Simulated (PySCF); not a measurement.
C7H12BNO.
Bonds: B1–N2, N2–C3 (aromatic), C3–C4 (aromatic), C4–C5 (aromatic), C5–C6 (aromatic), C6–C7 (aromatic), C7–C8, C8–O9, O9–C10, N2–C7 (aromatic). Hydrogens: H11, H12, H13 on B1; H14 on C3; H15 on C4; H16 on C5; H17 on C6; H18, H19 on C8; H20, H21, H22 on C10.

Definitions: NICS(0) = −σiso at the ring centroid; NICS(1) = −σiso and NICS(1)zz = −σzz at ±1 Å along the ring normal z. Level: GIAO PBE0/pcSseg-1 (PySCF, non-relativistic, gas phase) on the PBE0-D3(BJ)/def2-SVP geometry, one conformer.

Ring bond lengths (Å), with Mayer bond orders in brackets: N2–C3 1.341 (1.33), C3–C4 1.387 (1.42), C4–C5 1.391 (1.40), C5–C6 1.390 (1.42), C6–C7 1.392 (1.36), C7–N2 1.350 (1.25).

**Question.** Give the NICS values of each ring in ppm.

**Answer.** 
```csv
ring,type,NICS(0),"NICS(1), two faces","NICS(1)zz, two faces",rms pucker (Å),"centre to ring atoms, mean (Å)"
N2–C3–C4–C5–C6–C7,6-membered ring with N; formal bonds all aromatic,-7.7,-10.7 / -10.8,-26.3 / -26.2,0.00,1.38
```

**Question.** What can be read from them?

**Answer.** 
- N2–C3–C4–C5–C6–C7: mean NICS(1)zz -26.3 ppm, shielded. For a flat ring without four-coordinate atoms the NICS criterion counts such a value as aromatic.

**Question.** What does the geometric index give? HOMA takes Krygowski's 1993 parameters.

**Answer.** 
- N2–C3–C4–C5–C6–C7: HOMA 0.99; the largest term is that of C7–N2, α(R − Ropt)² = 0.02. The geometric and the magnetic index point the same way.

**Question.** At the second NICS(1) probe listed for ring N2–C3–C4–C5–C6–C7, 1 Å off the ring, how large is the induced field along the normal in 1 T applied along it?

**Answer.** NICSzz × B0 = -26.2 ppm × 1 T = -26 μT, against the applied field.

**Question.** How shielded are the nuclei of the rings and their hydrogens (means over atoms taken as equivalent)?

**Answer.** 
| atoms | environment | σ isotropic (ppm) |
| --- | --- | --- |
| N2 | nitrogen bonded to B and 2 C | -27.5 |
| C3 | aromatic CH next to a ring nitrogen | 28.8 |
| C4 | aromatic CH carbon | 55.7 |
| C5 | aromatic CH carbon | 40.2 |
| C6 | aromatic CH carbon | 51.4 |
| C7 | substituted aromatic carbon | 22.3 |
| H14 | aromatic hydrogen | 22.16 |
| H15 | aromatic hydrogen | 24.01 |
| H16 | aromatic hydrogen | 23.42 |
| H17 | aromatic hydrogen | 23.80 |

**Question.** How do the values depend on the level or the medium?

**Answer.** 
```tsv
level	NICS(0), N2–C3–C4–C5–C6–C7	mean NICS(1)zz, N2–C3–C4–C5–C6–C7
PBE0/pcSseg-1, gas	-7.7	-26.3
wB97X-D/pcSseg-1, gas	-7.7	-26.6
PBE0/pcSseg-1, IEF-PCM benzene	-7.7	-26.5
PBE0/pcSseg-1, IEF-PCM chloroform	-7.7	-26.5
```

The geometry is the same throughout; the continuum's cavity takes Bondi-type radii × 1.2.

On Arm Neoverse N1, one thread, shared host with 64 logical CPUs at a one-minute load of 61, this took 1.8 min of wall time (with the writing of density and orbital grids) and 1.1 GiB of memory at its peak. This is the whole shielding run at PBE0/pcSseg-1, SCF included.

Shape of the structure used: `[BH3-:1][n+:2]1[cH:3][cH:4][cH:5][cH:6][c:7]1[CH2:8][O:9][CH3:10]`: C6–C7–C8–O9 84°, C7–C8–O9–C10 166°.
